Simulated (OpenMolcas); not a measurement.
A calculation on N II.

```json
{
 "Program": "OpenMolcas",
 "Method": "CASSCF",
 "Basis": "ANO-RCC-VTZP [4s3p2d1f]",
 "Scalar Hamiltonian": "DKH2, point nucleus",
 "Active space": "4 electrons in 4 orbitals (2s 2p)",
 "State averaging": "2S+1 = 3 even, 6 roots; 2S+1 = 1 even, 6 roots; 2S+1 = 5 odd, 1 root; 2S+1 = 3 odd, 9 roots; 2S+1 = 1 odd, 8 roots",
 "Spin-orbit coupling": "state interaction with AMFI integrals over the reference wave functions, term energies averaged over their components"
}
```

Q: Which level of the active space comes out lowest?

A: 2s2 2p2 3P0, with 100 % of that term; it is also the measured ground level.

Q: How high does 2s 2p3 5S* 2 lie?

A: 35590 cm-1 above the lowest level; measured 46785 cm-1 above the ground level, so the calculation is off by -24 %.

Q: How high does 2s2 2p2 3P1 lie?

A: 44.1 cm-1 above the lowest level; measured 48.7 cm-1 above the ground level, so the calculation is off by -9 %.

Q: How high does 2s 2p3 3D* 2 lie?

A: 95680 cm-1 above the lowest level; measured 92250 cm-1 above the ground level, so the calculation is off by +4 %.

Measured values: NIST Handbook of Basic Atomic Spectroscopic Data.

Without dynamic correlation excited terms often stand tens of per cent too high (terms of higher spin than the ground term too low), and those without a measured partner can miss by more than the paired ones. Measured partners are found by configuration, term and J. A level has none where our copy of the source lacks it or the pairing is in doubt (some pairs that miss far off the trend of their configuration count as doubtful), and it then counts in no deviation. Levels of configurations outside the active space are missing.

* marks odd parity.
